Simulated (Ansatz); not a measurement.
Na$_{2}$-, multiplicity 2 (lowest of 2S+1 = 2, 4 at CCSD(T)/def2-TZVPP on PBE0 minima; our sources give no spin for the ground state, which may be another), most abundant isotopes (22.9898 and 22.9898 u). Constants from fifth-degree fits in 1/R to seven points on the lowest solution found; no spin–orbit coupling, no relativity up to Kr; ω_e x_e and α_e move by some per cent with the fit.

Correlated levels freeze the inner cores; with def2 sets outer-core shells near the valence are correlated too.

The values were computed with Ansatz (Gaussian basis) for Hartree–Fock, density functionals and correlated methods. Values without a source in brackets are computed.

| level | r_e (Å) | ω_e (cm⁻¹) | ω_e x_e (cm⁻¹) | α_e (cm⁻¹) |
|---|---|---|---|---|
| PBE/def2-TZVPP | 3.5487 | 98.0 | 0.776 | 0.00126 |
| CCSD(T)/def2-TZVPP | 3.5512 | 103.7 | 0.641 | 0.00103 |

Problem. Derive the rotational constants, the centrifugal constant, the fundamental, the zero-point energy and the force constant.

Solution. 
μ = 11.49488 u.
- PBE/def2-TZVPP: B_e = 16.8576/(μ r_e²) = 0.11646 cm⁻¹; B₀ = B_e − α_e/2 = 0.11583 cm⁻¹; D = 4B_e³/ω_e² = 6.58e-07 cm⁻¹; fundamental ω_e − 2ω_e x_e = 96 cm⁻¹; zero-point energy ω_e/2 − ω_e x_e/4 = 49 cm⁻¹; k = μ(2πcω_e)² = 6.51 N/m
- CCSD(T)/def2-TZVPP: B_e = 16.8576/(μ r_e²) = 0.11629 cm⁻¹; B₀ = B_e − α_e/2 = 0.11578 cm⁻¹; D = 4B_e³/ω_e² = 5.85e-07 cm⁻¹; fundamental ω_e − 2ω_e x_e = 102 cm⁻¹; zero-point energy ω_e/2 − ω_e x_e/4 = 52 cm⁻¹; k = μ(2πcω_e)² = 7.28 N/m

Doubts at one or more of the structures used: a spin-contaminated determinant (CCSD(T)/def2-TZVPP).

Ansatz is an electronic-structure program.
